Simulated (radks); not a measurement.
Values are calculated unless marked as measured or tabulated.
Ionisation of C, [He] 2s2 2p2, to C+, [He] 2s2 2p1, under several functionals. Scalar-relativistic Kohn-Sham, spin-polarised, spherical densities, finite nucleus; open shells are filled with parallel spins first; a radial shooting solver on a logarithmic mesh with Libxc functionals.

functional            E(C) (hartree)  Exc (hartree)  IE (eV)  -e(HOMO) (eV)  <r> HOMO (bohr)  IE error (eV)
exchange-only r2SCAN       -37.68270       -5.01141   11.232          5.846            1.740         -0.028
MS2 meta-GGA               -37.87171       -5.21034   11.688          6.186            1.738         +0.428
BP86                       -37.86022       -5.19140   11.727          6.150            1.740         +0.466
exchange-only LDA          -37.12806       -4.41390   10.772          5.329            1.767         -0.489

NIST Atomic Spectra Database: 11.260 eV (measured). Closest: exchange-only r2SCAN. The Delta-SCF values span 0.96 eV, the total energies 0.74 hartree. The highest occupied level is 2p. Open shells are spherical and high-spin; term and fine-structure splittings are not resolved.
